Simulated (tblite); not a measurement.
Compound: C₅H₈F₂O₂.
Z-matrix (Å and degrees, GFN2-xTB geometry), rows numbered from 1:
```
O 
C   1  1.4029
C   2  1.5268  1  111.56
C   3  1.5327  2  116.12  1   -69.27
F   4  1.3666  3  113.23  2   128.40
O   4  1.4012  3   92.47  2  -117.06
C   6  1.4349  4   92.90  3    -3.04
C   7  1.5228  3  119.05  2    -1.55
F   8  1.3706  7  109.67  3   -70.94
H   1  0.9642  2  109.70  3   -60.82
H   2  1.0991  1  111.49  3   122.41
H   2  1.0922  1  104.90  3  -120.01
H   3  1.0922  2  110.11  1    59.33
H   4  1.0959  3  118.78  2     2.28
H   7  1.0962  3  113.50  2  -132.48
H   8  1.0941  7  109.88  3   170.96
H   8  1.0928  7  111.97  3    48.47
```

All values are computed: GFN2-xTB (tblite) harmonic vibrations without scaling, gas phase. Errors from tens to a few hundred cm⁻¹ against measured bands are possible. One conformer, not necessarily the lowest.

Harmonic wavenumbers (cm⁻¹): 45.4, 67.2, 73.7, 168.8, 198.1, 244.7, 341.0, 351.8, 364.0, 446.7, 526.8, 577.1, 760.4, 869.6, 912.4, 966.4, 1023.0, 1045.0, 1050.9, 1057.5, 1075.0, 1093.5, 1099.2, 1143.9, 1158.8, 1171.4, 1204.3, 1209.5, 1220.4, 1285.0, 1289.0, 1308.0, 1326.0, 1331.0, 1349.1, 1444.5, 1470.9, 2891.8, 2915.0, 2926.4, 2962.3, 2971.7, 2975.3, 2991.5, 3537.0.

A = 1940, B = 1300, C = 848.5 MHz; mass 138.049 u (most abundant isotopes); point group C1, symmetry number 1.

Question: What is the zero-point energy?

Answer: ½Σν̃ = 28220 cm⁻¹ = 80.69 kcal/mol.

Question: What is S at 298.15 K and 1 bar for an ideal gas of classical rigid rotors and harmonic oscillators?

Answer: Translation 40.71, rotation 29.40, vibration 26.62: S = 96.7 cal/(mol K).

Question: And Cp and H(298.15 K) − H(0)?

Answer: Cp = 34.38 cal/(mol K), of which vibrations give 26.43 (their classical limit is 45 R = 89.4); H(298.15 K) − H(0) = 6.42 kcal/mol without the zero-point energy, 4.05 from vibrations.

Question: What must be added to the electronic energy to get the Gibbs energy at 298.15 K and 1 bar?

Answer: ZPE + [H(298.15 K) − H(0)] − T·S = 80.69 + 6.42 − 28.84 = 58.27 kcal/mol.

Question: Which modes carry the vibrational entropy at 298.15 K?

Answer: 45.4 cm⁻¹: 5.01; 67.2 cm⁻¹: 4.23; 73.7 cm⁻¹: 4.05; 168.8 cm⁻¹: 2.45; 198.1 cm⁻¹: 2.15; 244.7 cm⁻¹: 1.77 cal/(mol K); the other 39 give 6.96 together.

Hindered rotation and anharmonicity are outside this model. Other conformers, if any are populated, would add a mixing term that is left out. The structure is chiral; the term R ln 2 for an equal mix with its mirror image is left out.

On one thread of an Arm Neoverse N1, shared host with 64 logical CPUs at a one-minute load of 61, this took 0.89 s of wall time. The figure is for the frequency step alone.
